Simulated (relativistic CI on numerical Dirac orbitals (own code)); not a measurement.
## Ti VI: q coefficients and field-shift factors

Method of calculation: Dirac-Coulomb-Breit CI, separate exchange-only KLI orbitals for each configuration, valence Slater integrals scaled by 0.85, P86 correlation energy added to each configuration, derivatives by finite differences, QED left out (own radial code, finite nucleus).

Configurations in the expansion (outside the closed core [Ne]): 3s²3p⁵, 3s3p⁶, 3s²3p⁴3d, 3s3p⁵3d, 3s²3p⁴4s, 3s²3p⁴4p. Double excitations out of closed p, d and f shells are left out; levels of such configurations are missing from the list, as are those of other unlisted configurations, and high levels can miss mixing partners.

With x = (α/α₀)² − 1 an excitation energy changes as ω = ω₀ + qx; K = 2q/ω₀ is the relative enhancement. Terms are leading LS components, so labels can repeat. The field-shift factor is F = δν/δ⟨r²⟩ for the transition from the lowest level.

Lowest level 3s²3p⁵ ²P°3/2.

| Level | ω₀ (cm⁻¹) | q (cm⁻¹) | K | F (GHz/fm²) |
| --- | --- | --- | --- | --- |
| 3s²3p⁵ ²P°1/2 | 5817 | 5892 | 2.03 | -0.00238 |
| 3s3p⁶ ²S1/2 | 206604 | 7451 | 0.0721 | -3.76 |
| 3s²3p⁴3d ⁴D7/2 | 272427 | 3307 | 0.0243 | 0.373 |
| 3s²3p⁴3d ⁴D5/2 | 272738 | 3410 | 0.025 | 0.372 |
| 3s²3p⁴3d ⁴D3/2 | 273267 | 4011 | 0.0294 | 0.371 |
| 3s²3p⁴3d ⁴D1/2 | 273742 | 4686 | 0.0342 | 0.371 |
| 3s²3p⁴3d ⁴F9/2 | 291726 | 1803 | 0.0124 | 0.395 |
| 3s²3p⁴3d ⁴F7/2 | 293763 | 4056 | 0.0276 | 0.393 |
| 3s²3p⁴3d ⁴F5/2 | 295178 | 5563 | 0.0377 | 0.391 |
| 3s²3p⁴3d ⁴F3/2 | 296027 | 6270 | 0.0424 | 0.39 |
| 3s²3p⁴3d ²P1/2 | 296756 | 1972 | 0.0133 | 0.396 |
| 3s²3p⁴3d ²P3/2 | 300094 | 4817 | 0.0321 | 0.395 |
| 3s²3p⁴3d ⁴P1/2 | 303605 | 2584 | 0.017 | 0.4 |
| 3s²3p⁴3d ²D3/2 | 304657 | 2873 | 0.0189 | 0.402 |
| 3s²3p⁴3d ²D3/2 | 305423 | 4236 | 0.0277 | 0.402 |
| 3s²3p⁴3d ⁴P5/2 | 306391 | 5176 | 0.0338 | 0.404 |
| 3s²3p⁴3d ²D5/2 | 308278 | 5833 | 0.0378 | 0.401 |
| 3s²3p⁴3d ²F7/2 | 309002 | 1463 | 0.00947 | 0.41 |
| 3s²3p⁴3d ²G9/2 | 312461 | 5241 | 0.0335 | 0.408 |
| 3s²3p⁴3d ²G7/2 | 313217 | 5610 | 0.0358 | 0.406 |
| 3s²3p⁴3d ²F5/2 | 314414 | 6571 | 0.0418 | 0.409 |
| 3s²3p⁴3d ²F5/2 | 335668 | 3799 | 0.0226 | 0.432 |
| 3s²3p⁴3d ²F7/2 | 336911 | 5146 | 0.0306 | 0.432 |

At this charge configurations can still be misplaced by up to about 7 % of their energy.
